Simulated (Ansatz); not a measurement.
CH₆SSn, singlet, at a GFN2-xTB geometry (such geometries of metal compounds can be far from the true shape) (all electrons, no relativity); SC-NEVPT2/STO-3G, CASSCF(6,4) (Ansatz, a quantum-chemistry and plane-wave program).

Ansatz was given this input:
Ansatz 0.2 input:
```yaml
crystal:
  periodic: [false, false, false]
  atoms:
    - {symbol: Sn, position_ang: [0.79773589, 0.02719807, 0.18916062]}
    - {symbol: S, position_ang: [-1.32729131, -0.49149413, -0.78909694]}
    - {symbol: C, position_ang: [-2.43091280, 0.60321321, 0.15291360]}
    - {symbol: H, position_ang: [1.95472119, -0.90107364, -0.56520449]}
    - {symbol: H, position_ang: [1.16508736, 1.65747594, 0.00899683]}
    - {symbol: H, position_ang: [0.79727733, -0.28893287, 1.84000072]}
    - {symbol: H, position_ang: [-2.39920844, 0.35241087, 1.20784028]}
    - {symbol: H, position_ang: [-3.42677562, 0.42412319, -0.23751196]}
    - {symbol: H, position_ang: [-2.15575862, 1.64071960, -0.00408307]}
basis:
  gaussian:
    orbitals: STO-3G
magnetization: {spin_polarized: false}
correlation: {method: sc_nevpt2, electrons: all, active_space: {window: {electrons: 6, orbitals: 4}}}
```

It wrote (shortened):

```
Functional definition: HF
613 factors; integrals over basis functions are off by at most 2.9e-5 eV
mean field evaluation 1: about -174081.2453 eV, gradient 1.5e1 eV
mean field evaluation 2: about -174081.2987 eV, gradient 1.4e1 eV
mean field evaluation 4: about -174082.3252 eV, gradient 9.1e-1 eV
mean field evaluation 8: about -174082.3303 eV, gradient 1.5e-6 eV
mean field -174082.33034157 eV, -6397.4076428111 hartree, gradient 1.7e-6 eV, S^2 0.000000; 0 other end points of the search recorded, 0 dependent functions left out
reference -174082.33034157 eV, -6397.4076428111 hartree; 39, 39 occupied and 8, 8 virtual orbitals, 613 factors
state -174082.86226678 eV, -6397.4271907022 hartree
state -174082.86226678 eV, -6397.4271907022 hartree; corrected -174085.48303856 eV, -6397.5235022885 hartree
state -174082.73089521 eV, -6397.4223628858 hartree
state -174082.73089521 eV, -6397.4223628858 hartree; corrected -174085.43185081 eV, -6397.5216211734 hartree
state -174082.86226678 eV, -6397.4271907022 hartree; corrected -174085.48303856 eV, -6397.5235022885 hartree
state -174082.63942872 eV, -6397.4190015544 hartree
state -174082.63942872 eV, -6397.4190015544 hartree; corrected -174085.43867003 eV, -6397.5218717753 hartree
state -174082.86226678 eV, -6397.4271907022 hartree; corrected -174085.48303856 eV, -6397.5235022885 hartree
Total energy: -174085.48303856 eV, -6397.5235022885 hartree
```
